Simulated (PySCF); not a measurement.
# Pd²⁺ (palladium, charge +2) across methods

[Kr] 4d8, high-spin 3F determinant. Computed with PySCF 2.14 in aug-cc-pwCVDZ-PP with ECP28MDF, with a scalar-relativistic core potential.

```
   method  E (hartree)  mean ε 4p β (eV)  mean ε 4d α (eV)  mean ε 4d β (eV)  Σ⟨r²⟩ (bohr²)   ⟨S²⟩
      PBE    -126.4116           -75.474           -27.867           -26.611          27.67  2.001
    B97-3    -126.4512           -79.369           -29.928           -28.642          27.43  2.001
  r2SCANh    -126.4456           -78.029           -28.989           -27.569          27.37  2.002
    M06-L    -126.5131           -76.445           -27.964           -26.566          27.24  2.002
      UHF   -125.73996           -88.636           -35.093           -33.231          27.18  2.004
CAM-B3LYP    -126.3760           -80.482           -31.390           -30.081          27.62  2.001
      LDA    -126.1309           -75.617           -28.074           -26.723          27.85  2.000
     PBE0    -126.4130           -79.057           -29.903           -28.514          27.48  2.001
```

(1) Estimate the same row for r2SCAN.

Energies and moments cover only the electrons outside the core potential.

Results:

(1) E (hartree) = -126.4552; mean ε 4p β (eV) = -76.771; mean ε 4d α (eV) = -28.202; mean ε 4d β (eV) = -26.820; Σ⟨r²⟩ (bohr²) = 27.41; ⟨S²⟩ = 2.001.
